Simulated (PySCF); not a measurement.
C4H10OSi, SMILES C[C@H]1OC[Si@H]1C.

Geometry optimised at PBE0-D3(BJ)/def2-SVP. The structure was generated by enumeration; whether it is a known compound was not checked.

The numbers are results of PBE/def2-TZVP (PySCF), not measurements.

Isolated molecule, no solvent.

**Question.** Estimate the frontier levels, gap, dipole moment and polarisability. (Estimate from the structure and the level; the computed values follow.)

**Answer.** 
The highest occupied level is -5.42 eV. The lowest empty level is -0.37 eV. The orbital gap is 5.05 eV and the dipole moment is 1.62 D. The quadrupole, principal values (traceless, Buckingham form, about the centre of nuclear charge) is -5.07, 0.67, 4.40 D·Å. The mean static polarisability is 79.9 bohr³ (11.84 Å³) and the polarisability, principal values is 72.5, 81.4, 85.7 bohr³.
